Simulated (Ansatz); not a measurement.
C2H8BNSi, SMILES `C=NBC[SiH3]`, relaxed with RKS PBE-D4/def2-SVP in Ansatz 0.2.0 from a rough embedded geometry. The force threshold is 0.03 eV/Å; the program also tests the step.

The species carries charge 0 and has multiplicity 1.

Start:

```xyz
13

C    -0.543   -2.019   -1.699
N    -0.517   -0.875   -1.153
B    -0.376   -0.744    0.344
C    -0.528    0.761    1.038
Si    1.013    1.730    0.539
H    -0.377   -2.930   -1.188
H    -0.593   -2.050   -2.815
H    -0.344   -1.652    1.038
H    -0.515    0.592    2.087
H    -1.425    1.214    0.683
H     1.015    1.876   -0.955
H     0.903    3.056    1.152
H     2.287    1.039    0.930
```

(1) By how much does the energy fall, and how many steps does the optimiser take? (An estimate is asked.)

(2) Which bonds change most? (Estimate.)

(3) Give the relaxed structure. (Best estimate.)

Results:

(1) Computed: 135.81 kJ/mol, in 29 steps, 2 of them rejected.

(2) Computed: N2–B3 from 1.510 to 1.369 Å; B3–C4 from 1.664 to 1.582 Å; B3–H8 from 1.143 to 1.223 Å; C1–H6 from 1.057 to 1.114 Å.

(3) Computed: 
```xyz
13

C    -0.871   -1.971   -1.731
N    -0.428   -1.458   -0.672
B     0.048   -0.901    0.484
C    -0.398    0.533    0.981
Si    0.917    1.819    0.516
H    -1.768   -2.630   -1.734
H    -0.388   -1.789   -2.718
H     0.881   -1.556    1.096
H    -0.489    0.547    2.088
H    -1.364    0.859    0.543
H     1.063    1.906   -0.981
H     0.542    3.187    1.028
H     2.257    1.453    1.099
```
